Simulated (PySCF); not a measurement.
**How methods differ on the excitation energy of Mg**

Mg [Ne] 3s2 (1S) → Mg [Ne] 3s1 4s1, s spin flipped, as a difference of total energies. Computed with PySCF 2.14 in aug-cc-pVDZ, with the non-relativistic Hamiltonian (point nucleus). Correlated levels: valence: [Ne] frozen. The calculations carry no spin-orbit coupling.

```json
{"method": "UHF", "excitation energy (eV)": "0.000"}
{"method": "MP2 (valence)", "excitation energy (eV)": "0.000"}
{"method": "SCS-MP2 (valence)", "excitation energy (eV)": "0.000"}
```

The upper determinant mixes two multiplicities, so it lies between the two terms.

The promoted electron is Rydberg-like, and one or two diffuse shells describe it only roughly, which tends to raise the upper state.
